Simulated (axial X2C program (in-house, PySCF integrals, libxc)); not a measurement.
Curves of BrTcBr⁺ from open-shell CI on d4 s0 p(π)0

Calculated with an in-house all-electron X2C program for linear molecules (integrals from PySCF): two-component X2C with atomic mean-field Coulomb and Gaunt terms, basis Br dyall-v3z, Tc dyall-v3z (cores contracted in-house). Orbitals come from Hartree–Fock averaged over the configuration Tc d4 s0 p(π)0; CI then distributes these electrons over the d, s, p(π) shells of Tc. The speed of light was multiplied by 2, so these are model numbers.

Scan along the symmetric stretch (R is each bond); masses Br 78.918 u, Tc 98.907 u, Br 78.918 u. Energies in cm⁻¹ from the lowest point; levels are followed by energy order within each Ω. Lowest level at 2.378 Å: 100% d4.

| R (Å) | (1)Ω=0 | (1)Ω=1 | (1)Ω=2 | (2)Ω=1 | (2)Ω=0 | (3)Ω=0 | (3)Ω=1 | (2)Ω=2 | (1)Ω=3 |
| --- | --- | --- | --- | --- | --- | --- | --- | --- | --- |
| 2.212 | 6643 | 6646 | 6656 | 7149 | 7258 | 7265 | 7376 | 7494 | 7614 |
| 2.295 | 1765 | 1767 | 1774 | 3662 | 3773 | 3776 | 3890 | 4009 | 4130 |
| 2.378 | 0 | 2 | 7 | 2929 | 3041 | 3043 | 3158 | 3276 | 3398 |
| 2.473 | 738 | 739 | 744 | 4517 | 4630 | 4632 | 4747 | 4867 | 4989 |
| 2.568 | 3524 | 3525 | 3529 | 7950 | 8064 | 8066 | 8183 | 8304 | 8428 |
| 2.675 | 8244 | 8244 | 8246 | 13221 | 13334 | 13339 | 13456 | 13578 | 13705 |
| 2.806 | 15268 | 15268 | 15268 | 20916 | 21023 | 21035 | 21148 | 21271 | 21398 |

(1) Fit the curves (1)Ω=0, (1)Ω=1, (1)Ω=2, (2)Ω=1, (2)Ω=0, (3)Ω=0, (3)Ω=1, (2)Ω=2, (1)Ω=3 near their minima.

The 9 lowest curves are shown; the next is (2)Ω=3, from 12599 cm⁻¹.

Dynamic correlation is missing, so gaps between terms are too wide and other configurations may lie lower; the lowest level listed is that of this model, not necessarily the ground state. For d shells the ligand-field splittings (σ, π, δ) and their order can be off by a thousand cm⁻¹ or more. At most 4 roots were kept for each Ω > 0 (twice that for Ω = 0) within 3.2 eV of the lowest, so higher up levels can be missing between those listed; levels with Ω > 0 are doubly degenerate and listed once, Ω = 0 levels singly. The open spinors mix strongly with ligand orbitals, which this small active space describes poorly. Some active spinors are only partly of the character that their shell is named for, so the shell names and counts are nominal. States that fill the shells left empty in the average are placed too high. The molecule was held linear; bending was not examined.

## Answers

(1) From the open-shell CI curves, Te from the lowest:

```csv
level,Te (cm⁻¹),Re (Å),ωe (cm⁻¹)
(1)Ω=0,0,2.397,255.3
(1)Ω=1,2,2.397,255.3
(1)Ω=2,7,2.397,255.2
(2)Ω=1,2946,2.363,257.0
(2)Ω=0,3058,2.363,257.0
(3)Ω=0,3060,2.363,257.0
(3)Ω=1,3175,2.363,257.0
(2)Ω=2,3294,2.363,257.1
(1)Ω=3,3415,2.363,257.1
```

Without dynamic correlation distances can be off by several hundredths of an Å (long for ionic bonds, short for multiple bonds) and the wavenumbers are rough.
